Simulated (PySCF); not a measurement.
## Spin–spin coupling constants

Geometry:
| atom | x (Å) | y (Å) | z (Å) |
| --- | --- | --- | --- |
| C1 | 1.924 | 0.156 | 0.309 |
| C2 | 1.086 | 0.076 | -0.964 |
| C3 | -0.030 | -0.926 | -0.807 |
| O4 | -1.169 | -0.829 | -1.643 |
| C5 | -1.364 | -0.581 | -0.307 |
| F6 | -2.044 | -1.571 | 0.347 |
| C7 | -1.825 | 0.791 | 0.127 |
| F8 | -1.086 | 1.243 | 1.190 |
| H9 | 2.336 | -0.819 | 0.556 |
| H10 | 2.746 | 0.852 | 0.168 |
| H11 | 1.319 | 0.499 | 1.143 |
| H12 | 0.672 | 1.056 | -1.203 |
| H13 | 1.710 | -0.239 | -1.803 |
| H14 | 0.287 | -1.951 | -0.628 |
| H15 | -2.869 | 0.746 | 0.451 |
| H16 | -1.702 | 1.506 | -0.690 |

Couplings: B3LYP/pcJ-1 (spin–dipole term only in couplings to heteroatoms) in PySCF 2.14.0 with density-fitted response routines, geometry GFN2-xTB; gas phase, one conformer, non-relativistic. Couplings are averaged over pairs made equivalent by symmetry, fast rotation or ring inversion, so a value needn't be that of the named pair in this geometry, while other rotamers aren't included; one pair stands for each set, and the list holds a selection of those of at least 0.8 Hz over up to four bonds, among pairs with at least one C or F or H atom (others weren't computed). One-bond C–F couplings come out tens of Hz too large with common functionals.

Isotopes: 13C, 19F, 1H, 17O. Couplings to quadrupolar nuclei such as 17O and 33S are rarely resolved in practice.

| pair | bonds | J (Hz) |
| --- | --- | --- |
| C1, C2 | 1 | 33.4 |
| C1, H9 | 1 | 133.7 |
| C2, C3 | 1 | ? |
| C2, H12 | 1 | 135.7 |
| C2, H13 | 1 | 133.7 |
| C3, O4 | 1 | ? |
| C3, C5 | 1 | 36.3 |
| C3, H14 | 1 | 183.6 |
| O4, C5 | 1 | ? |
| C5, F6 | 1 | -329.8 |
| C5, C7 | 1 | 72.5 |
| C7, F8 | 1 | ? |
| C7, H15 | 1 | 156.5 |
| C7, H16 | 1 | ? |
| C1, H12 | 2 | -3.8 |
| C2, O4 | 2 | ? |
| C2, H9 | 2 | -3.7 |
| C3, F6 | 2 | 17.3 |
| O4, F6 | 2 | -30.3 |
| O4, H14 | 2 | ? |
| F6, C7 | 2 | 39.0 |
| H9, H10 | 2 | -13.7 |
| C2, F6 | 3 | -3.2 |
| C5, H13 | 3 | ? |
| F6, H14 | 3 | -2.3 |
| H9, H12 | 3 | 8.0 |

Question: Estimate the withheld couplings, with signs.

Answer: 
- 1J(C2,C3) = 43.6 Hz (bond length 1.508 Å)
- 1J(C3,O4) = 26.1 Hz (bond length 1.417 Å)
- 1J(O4,C5) = 31.5 Hz (bond length 1.373 Å)
- 1J(C7,F8) = -228.8 Hz (bond length 1.370 Å)
- 1J(C7,H16) = 157.4 Hz (bond length 1.093 Å, sp3 carbon)
- 2J(C2,O4) = -2.0 Hz (angle at C3 119°)
- 2J(O4,H14) = -7.4 Hz (angle at C3 113°)
- 3J(C5,H13) = 11.6 Hz (dihedral angle 149°)
